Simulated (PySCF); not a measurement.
**Polarisability and C₆ of Ge(3+) (germanium, charge +3)**

[Ar] 3d10 4s1, 2S determinant. Calculation: PySCF 2.14, in aug-cc-pVQZ-PP with ECP10MDF; a scalar-relativistic core potential. Coupled (time-dependent) response in atomic units; α is the mean over directions.

| method | mean α (bohr³) | C₆ (like pair) | S(−4) |
| --- | --- | --- | --- |
| HSE06 | 6.085 | 13.62 | 32.88 |
| M06-2X | 5.507 | 11.69 | 27.35 |

S(−4) is the Cauchy moment in α(ω) = α(0) + S(−4) ω² + …

α(iu) at M06-2X:

```
u (hartree)  α(iu) (bohr³)
          0          5.507
     0.0500          5.439
      0.100          5.248
      0.200          4.613
      0.300          3.871
      0.500          2.652
      0.750          1.767
       1.00          1.290
       1.50         0.8211
       2.00         0.5926
       3.00         0.3631
       5.00         0.1782
```

For an ion, C₆ is the dispersion term alone; charge-induced terms of lower order in 1/R come first.

Energies and moments cover only the electrons outside the core potential.
